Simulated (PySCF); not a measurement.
Solvent effects on NMR parameters

Molfile (atoms numbered from 1):
```
C6H11F3
     RDKit          3D

 20 19  0  0  0  0  0  0  0  0999 V2000
   -3.1835    0.1118    0.6659 C   0  0  0  0  0  0  0  0  0  0  0  0
   -1.7985   -0.4434    0.8990 C   0  0  2  0  0  0  0  0  0  0  0  0
   -1.5078   -0.3468    2.2525 F   0  0  0  0  0  0  0  0  0  0  0  0
   -0.7116    0.2736    0.1238 C   0  0  0  0  0  0  0  0  0  0  0  0
    0.6770   -0.2895    0.3797 C   0  0  0  0  0  0  0  0  0  0  0  0
    1.7711    0.4811   -0.3401 C   0  0  0  0  0  0  0  0  0  0  0  0
    3.1446   -0.0881   -0.1071 C   0  0  0  0  0  0  0  0  0  0  0  0
    4.0717    0.6387   -0.7731 F   0  0  0  0  0  0  0  0  0  0  0  0
    3.2096   -1.3589   -0.5744 F   0  0  0  0  0  0  0  0  0  0  0  0
   -3.9182   -0.4170    1.2894 H   0  0  0  0  0  0  0  0  0  0  0  0
   -3.4760   -0.0027   -0.3884 H   0  0  0  0  0  0  0  0  0  0  0  0
   -3.2163    1.1815    0.9228 H   0  0  0  0  0  0  0  0  0  0  0  0
   -1.7767   -1.5210    0.6492 H   0  0  0  0  0  0  0  0  0  0  0  0
   -0.9528    0.2166   -0.9516 H   0  0  0  0  0  0  0  0  0  0  0  0
   -0.7425    1.3438    0.3955 H   0  0  0  0  0  0  0  0  0  0  0  0
    0.8639   -0.2846    1.4664 H   0  0  0  0  0  0  0  0  0  0  0  0
    0.7131   -1.3460    0.0642 H   0  0  0  0  0  0  0  0  0  0  0  0
    1.6038    0.4828   -1.4304 H   0  0  0  0  0  0  0  0  0  0  0  0
    1.7859    1.5340   -0.0141 H   0  0  0  0  0  0  0  0  0  0  0  0
    3.4281   -0.1096    0.9612 H   0  0  0  0  0  0  0  0  0  0  0  0
  1  2  1  0
  2  3  1  0
  2  4  1  0
  4  5  1  0
  5  6  1  0
  6  7  1  0
  7  8  1  0
  7  9  1  0
  1 10  1  0
  1 11  1  0
  1 12  1  0
  2 13  1  6
  4 14  1  0
  4 15  1  0
  5 16  1  0
  5 17  1  0
  6 18  1  0
  6 19  1  0
  7 20  1  0
M  END
```

GIAO PBE0/pcSseg-1 in PySCF 2.14.0 with density-fitted response routines on one PBE0-D3(BJ)/def2-SVP conformer, non-relativistic, equivalent nuclei averaged. Solvents enter as an IEF-PCM continuum (tetrahydrofuran with ε = 7.4, acetone with ε = 20.5) around the gas-phase geometry. Shifts are referred to TMS, CFCl3 computed in the same medium.

Gas phase, δ in ppm: C7 120.2, C2 89.9, C4 40.2, C6 38.0, C1 23.4, C5 22.3, F8 -128.6, F9 -136.4, F3 -203.5, H20 5.71, H13 4.36, H16 1.63, H18 1.61, H19 1.43. Dipole moment 2.25 D.

Task: How does each δ change in the continuum?

Result: 
```tsv
atoms	environment	Δδ, tetrahydrofuran	Δδ, acetone
C7	sp3 CH bonded to 2 F	+1.9	+2.2
C2	sp3 CH bonded to F	+2.0	+2.4
C4	sp3 CH2	+0.1	+0.2
C6	sp3 CH2	+0.2	+0.2
C1	methyl carbon	+0.3	+0.3
C5	sp3 CH2	+0.7	+0.8
F8	fluorine of a CF2 group	-3.1	-3.5
F9	fluorine of a CF2 group	-3.0	-3.4
F3	fluorine on an sp3 carbon	-4.4	-5.0
H20	hydrogen on an sp3 CH bonded to 2 F	+0.19	+0.22
H13	hydrogen on an sp3 CH bonded to F	+0.14	+0.17
H16	hydrogen on an sp3 CH2	-0.05	-0.06
H18	hydrogen on an sp3 CH2	+0.06	+0.06
H19	hydrogen on an sp3 CH2	+0.17	+0.20
```

Changes are relative to the gas phase. The dipole moment becomes 2.56 D in tetrahydrofuran, 2.60 D in acetone.

Task: Which of the listed nuclei move most (in ppm), and what does the model miss?

Result: F3 (fluorine on an sp3 carbon, -5.0 ppm) in acetone. A continuum only polarises the solute; specific hydrogen bonds, the anisotropy of aromatic solvents and changes of geometry or conformer are outside it.
